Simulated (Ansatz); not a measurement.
Species: C$_{2}$H$_{3}$BO, SMILES `B(C=C)=O` (C–C–B–O torsion 180°) (charge 0, multiplicity 1), formula C$_{2}$H$_{3}$BO.

How many basis functions does frozen-core CCSD(T)/cc-pVTZ // PBE-D3(BJ)/def2-TZVP in Ansatz (a program for electronic structure) use, how many core orbitals are frozen, and how many electrons are correlated?

162 basis functions and 4 frozen orbitals, which leaves 20 correlated electrons. Core time is of the order of seconds.
